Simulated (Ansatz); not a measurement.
A run for Ansatz (a first-principles code): R-wB97X-V/def2-TZVPPD on H3In (SMILES [InH3]) with ghost functions, monomers drawn apart or pushed together. Elements past Kr take the def2 small-core potentials; no spin–orbit coupling. Files ending in .json are basis or fitting sets from the Basis Set Exchange.

Ansatz 0.2 input:
```yaml
crystal:
  periodic: [false, false, false]
  atoms:
    - {symbol: In, position_ang: [0.64107878, 0.57157907, 0.73561557]}
    - {symbol: H, position_ang: [1.70574326, -0.78813054, 0.51286828]}
    - {symbol: H, position_ang: [-0.75054096, 0.73073186, -0.29877319]}
    - {symbol: H, position_ang: [1.23789058, 1.98049207, 1.56670695]}
basis:
  gaussian:
    orbitals: def2-TZVPPD.json
    ghost_atoms:
      - {symbol: N, position_ang: [-0.43834837, -0.26089479, 2.44485634]}
      - {symbol: H, position_ang: [-1.14803283, 0.38585259, 2.77144600]}
      - {symbol: H, position_ang: [0.19586772, -0.44877714, 3.21366898]}
      - {symbol: H, position_ang: [-0.89526033, -1.13041749, 2.19235876]}
hamiltonian:
  xc: {name: wB97X-V}
scf: {lower_state_search: off}
```

Output:

```
WARN ansatz: RAYON_NUM_THREADS=1 ignored (pool sized by the plan → 1); use --threads N
Functional definition: wB97X-V
these checks for a lower state are left out or cut short: stability, starts, cluster_reference, orbital_swaps, neighbouring_geometries, increment
integrals: 0.12 GiB planned
1003 factors; their error is unknown
integrals: 0.16 GiB planned
322 factors; integrals over basis functions are off by at most 2.7e-5 eV
mean field: 1.09 GiB planned
mean field evaluation 1: about -5220.5987 eV, gradient 1.1e1 eV
mean field evaluation 2: about -5220.9151 eV, gradient 6.3e0 eV
mean field evaluation 4: about -5220.9804 eV, gradient 2.3e-1 eV
mean field evaluation 8: about -5221.0054 eV, gradient 2.9e-2 eV
mean field evaluation 16: about -5221.0054 eV, gradient 3.6e-6 eV
mean field -5221.00544917 eV, -191.8684113325 hartree, gradient 3.6e-6 eV, S^2 0.000000; 0 other end points of the search recorded, 0 dependent functions left out
reference -5221.00544617 eV, -191.8684112222 hartree; 12, 12 occupied and 183, 183 virtual orbitals, 1003 factors
Total energy: -5221.00544617 eV, -191.8684112222 hartree
Checks for a lower state left out: stability, starts, cluster_reference, orbital_swaps, neighbouring_geometries, increment
```

The run converged.

Cost: about 7 core-seconds (a rough figure).
